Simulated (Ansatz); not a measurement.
One change: `C[C](=O)[SnH3]` becomes `CC(=O)[O][SnH3]`.

Ansatz, PBE0-D4/def2-TZVP geometries, multiplicity 1. 

Elements past krypton have def2 core potentials.

```json
{"property": "HOMO–LUMO gap (B3LYP/def2-TZVPP) / eV", "`C[C](=O)[SnH3]`": "5.19"}
{"property": "LUMO energy (PBE/def2-TZVPP) / eV", "`C[C](=O)[SnH3]`": "-2.21"}
{"property": "HOMO energy (ωB97M-V/def2-TZVPP) / eV", "`C[C](=O)[SnH3]`": "-8.86"}
{"property": "LUMO energy (B3LYP/def2-TZVPP) / eV", "`C[C](=O)[SnH3]`": "-1.31"}
{"property": "HOMO energy (PBE/def2-TZVPP) / eV", "`C[C](=O)[SnH3]`": "-5.42"}
{"property": "HOMO energy (B3LYP/def2-TZVPP) / eV", "`C[C](=O)[SnH3]`": "-6.50"}
```

Problem. Give the same properties after the change, and the shifts. (An estimate is asked.)

Solution. Ansatz gave: 
```json
{"property": "HOMO–LUMO gap (B3LYP/def2-TZVPP) / eV", "`CC(=O)[O][SnH3]`": "7.04", "shift": "1.85"}
{"property": "LUMO energy (PBE/def2-TZVPP) / eV", "`CC(=O)[O][SnH3]`": "-1.26", "shift": "0.95"}
{"property": "HOMO energy (ωB97M-V/def2-TZVPP) / eV", "`CC(=O)[O][SnH3]`": "-10.40", "shift": "-1.54"}
{"property": "LUMO energy (B3LYP/def2-TZVPP) / eV", "`CC(=O)[O][SnH3]`": "-0.74", "shift": "0.57"}
{"property": "HOMO energy (PBE/def2-TZVPP) / eV", "`CC(=O)[O][SnH3]`": "-6.43", "shift": "-1.01"}
{"property": "HOMO energy (B3LYP/def2-TZVPP) / eV", "`CC(=O)[O][SnH3]`": "-7.78", "shift": "-1.28"}
```

With PBE0 the HOMO falls by 1.34 eV and the LUMO rises by 0.57 eV, so the gap widens by about 1.91 eV. PBE moves the HOMO by -1.01 eV and ωB97M-V by -1.54 eV.

B3LYP here is the variant with VWN-RPA as its local correlation; programs differ in this.
